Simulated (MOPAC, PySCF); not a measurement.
C$_{7}$H$_{12}$BN, SMILES `N#C[C@@H]1CCC[C@H](C1)B`, neutral singlet in the gas phase. 

Cartesian coordinates (Å):
SMILES: [C@H]1(B)C[C@H](C#N)CCC1
```xyz
21

B      1.6909    -1.3669     0.9049
C      1.0745    -0.7068    -0.3624
C      1.3135     0.7945    -0.5351
C      0.3692     1.5824     0.3672
C     -1.0897     1.2287     0.1049
C     -1.3260    -0.2848     0.2267
C     -2.7212    -0.6252    -0.0415
N     -3.8243    -0.8900    -0.2719
C     -0.3737    -1.0737    -0.6860
H      2.6851    -0.8991     1.4141
H      1.2519    -2.4117     1.3332
H      1.7356    -1.2582    -1.0816
H      2.3599     1.0468    -0.3048
H      1.1368     1.0887    -1.5854
H      0.6149     1.3666     1.4237
H      0.5157     2.6656     0.2318
H     -1.7553     1.7669     0.7969
H     -1.3719     1.5439    -0.9145
H     -1.1246    -0.5866     1.2724
H     -0.5457    -2.1529    -0.5580
H     -0.6154    -0.8283    -1.7346
```
Charge 0, spin multiplicity 1.

All levels are single points at this geometry (PBE0-D3(BJ)/def2-SVP); Pople sets use spherical d functions. Orbital energies aren't observables, and empty levels follow the basis.

HF/3-21G in PySCF gives gap (eV) = 14.17.

Task: Estimate the gap (eV) from each of these levels: PBE-D3(BJ)/def2-TZVP in PySCF; TPSSh-D3(BJ)/def2-TZVP in PySCF; B3LYP/6-311+G** in PySCF; BP86/6-31G* in PySCF; M06-2X/6-31G* in PySCF; PBE/6-31G* in PySCF; HF/6-31G* in PySCF; HF/STO-3G in PySCF; AM1 in MOPAC; PM3 in MOPAC; PM6 in MOPAC; PM7 in MOPAC.

Result: 
| level | gap (eV) |
|---|---|
| PBE-D3(BJ)/def2-TZVP in PySCF | 4.78 |
| TPSSh-D3(BJ)/def2-TZVP in PySCF | 6.04 |
| B3LYP/6-311+G** in PySCF | 6.69 |
| BP86/6-31G* in PySCF | 4.94 |
| M06-2X/6-31G* in PySCF | 9.48 |
| PBE/6-31G* in PySCF | 4.90 |
| HF/6-31G* in PySCF | 14.40 |
| HF/STO-3G in PySCF | 17.15 |
| AM1 in MOPAC | 12.44 |
| PM3 in MOPAC | 11.89 |
| PM6 in MOPAC | 10.59 |
| PM7 in MOPAC | 10.23 |
